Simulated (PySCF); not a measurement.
Deuteron quadrupole couplings in `CS(=O)(=O)[C@@H]1CCCOC1=O`

C₆H₁₀O₄S.
Numbering: `[CH3:1][S:2](=[O:3])(=[O:4])[C@@H:5]1[CH2:6][CH2:7][CH2:8][O:9][C:10]1=[O:11]` (hydrogens: H12, H13, H14 on C1; H15 on C5; H16, H17 on C6; H18, H19 on C7; H20, H21 on C8)

Cartesian coordinates in Å at the GFN2-xTB level; atoms count from 1:
```xyz
21
C6H10O4S angstrom
C      2.9181    0.5631   -0.1613
S      1.4317   -0.3122   -0.7033
O      0.8462    0.3768   -1.8179
O      1.7519   -1.7017   -0.8909
C      0.2463   -0.2260    0.7278
C     -0.8444   -1.2507    0.4865
C     -1.8171   -0.6803   -0.5398
C     -2.3829    0.6179    0.0109
O     -1.3794    1.5730    0.3468
C     -0.1703    1.2210    0.7466
O      0.6180    2.0725    1.0825
H      2.6083    1.4996    0.2858
H      3.5232    0.7374   -1.0421
H      3.4369   -0.0712    0.5448
H      0.8618   -0.4490    1.5977
H     -1.3679   -1.4782    1.4199
H     -0.3802   -2.1668    0.1156
H     -1.2859   -0.4845   -1.4720
H     -2.6328   -1.3750   -0.7356
H     -2.9746    0.4274    0.9160
H     -3.0160    1.1240   -0.7214
```

Level: PBE0/pcSseg-1 (PySCF, non-relativistic); Q(2H) = 0.00286 b; rigid geometry, the same for H and D, with no vibrational averaging.

**Question.** Rank these positions by the coupling χzz of a deuteron there, largest first.
A. H18 (methylene hydrogen)
B. H19 (methylene hydrogen)
C. H14 (methyl hydrogen)
D. H12 (methyl hydrogen)

**Answer.** C (215 kHz), B (207 kHz), D (203 kHz), A (193 kHz).

**Question.** Give the electric field gradient Vzz (the principal value of largest size), its asymmetry and the 2H coupling at each hydrogen.

**Answer.** 
| atom | bonded to | bond length (Å) | Vzz (au) | η | χzz (kHz) |
| --- | --- | --- | --- | --- | --- |
| H12 | C1 | 1.083 | 0.3016 | 0.04 | 203 |
| H13 | C1 | 1.083 | 0.3184 | 0.05 | 214 |
| H14 | C1 | 1.082 | 0.3195 | 0.05 | 215 |
| H15 | C5 | 1.089 | 0.3030 | 0.02 | 204 |
| H16 | C6 | 1.094 | 0.2987 | 0.03 | 201 |
| H17 | C6 | 1.092 | 0.2917 | 0.02 | 196 |
| H18 | C7 | 1.091 | 0.2876 | 0.03 | 193 |
| H19 | C7 | 1.089 | 0.3087 | 0.03 | 207 |
| H20 | C8 | 1.098 | 0.2830 | 0.07 | 190 |
| H21 | C8 | 1.092 | 0.2923 | 0.07 | 196 |

**Question.** How does χzz go with the bond length over the 10 C–H bonds?

**Answer.** A straight-line fit has a slope of -13.0 kHz for each 0.01 Å, with a correlation coefficient of -0.84, over lengths from 1.082 to 1.098 Å. The longer bonds have the smaller couplings here.

**Question.** A static deuteron (I = 1) shows a doublet split by (3/2)χ, (3/4)χ(1 + η) and (3/4)χ(1 − η) with the field along z, y and x of the gradient. What are these for H12?

**Answer.** With |χ| = 202.7 kHz and η = 0.043: 304, 159 and 145 kHz, to first order and without motion.

One conformer (not necessarily the lowest) at the GFN2-xTB geometry, without solvent, vibrations or thermal averaging. GFN2-xTB bond lengths can be off by several hundredths of an ångström, more for odd bonds, and the gradients follow them. The small basis limits the accuracy of the gradients.
